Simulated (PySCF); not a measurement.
**A ladder of Hamiltonians for K(15+) (potassium, charge +15)**

Occupied: 1s1/2, 2s1/2. Hartree-Fock calculated with PySCF 2.14 in an uncontracted even-tempered set (20 s from 0.94 bohr⁻², ratio 2.3; 13 p from 1.1 bohr⁻², ratio 2.3), Gaussian nucleus throughout. NR is non-relativistic, sf-X2C the spin-free one-electron X2C Hamiltonian, X2C adds the bare one-electron spin-orbit term, X2C-SNSO screens it by Boettger's factors, DC is four-component Dirac-Coulomb, and the Gaunt and Breit terms are added at first order (total energies over the DC spinors, levels after relaxing the spinors in that mean field). QED terms are absent. Levels marked empty are virtual spinors of this ion.

```csv
level (eV),NR,sf-X2C,X2C,X2C-SNSO
1s1/2,-4403.4,-4422.3,-4422.3,-4422.3
2s1/2,-957.18,-962.41,-962.41,-962.41
2p1/2 (empty),-857.51,-859.04,-861.88,-861.58
2p3/2 (empty),-857.51,-859.04,-857.64,-857.78
3s1/2 (empty),-375.18,-376.75,-376.75,-376.75
```

Problem. Where do the four-component calculations put these levels?

Solution. 1s1/2: DC -4423.6, DC+Gaunt -4421.1, DC+Breit -4421.1; 2s1/2: DC -962.53, DC+Gaunt -962.28, DC+Breit -962.30; 2p1/2 (empty): DC -861.64, DC+Gaunt -861.22, DC+Breit -861.28; 2p3/2 (empty): DC -857.79, DC+Gaunt -857.55, DC+Breit -857.61; 3s1/2 (empty): DC -376.78, DC+Gaunt -376.72, DC+Breit -376.72 (eV).

```tsv
Hamiltonian	E (hartree)	E − E(DC) (hartree)	CPU seconds
NR	-422.2128	2.0782	0.35
sf-X2C	-424.2400	0.0510	0.2
X2C	-424.2400	0.0510	0.2
X2C-SNSO	-424.2400	0.0510	0.2
DC	-424.2910	0.0000	3.3
DC+Gaunt	-424.1862	0.1048	5.9
DC+Breit	-424.1881	0.1029	48
```

Weight of the small component: 1s1/2 0.00466, 2s1/2 0.000986, 2p1/2 0.000940, 2p3/2 0.000935, 3s1/2 0.000375.

Koopmans' value for the highest occupied level at DC+Breit: 962.30 eV, against an ionisation energy of 967.7 ± 0.3 eV (semi-empirical (NIST evaluation); NIST Atomic Spectra Database, ionization energies); the former lacks relaxation, correlation, QED and recoil.

The whole ladder took 59 s of wall time on 1 thread of Neoverse-V1 (shared host), launched as `OMP_NUM_THREADS=1 python relrun2.py TASK.json OUT` (a driver that calls PySCF for each Hamiltonian).
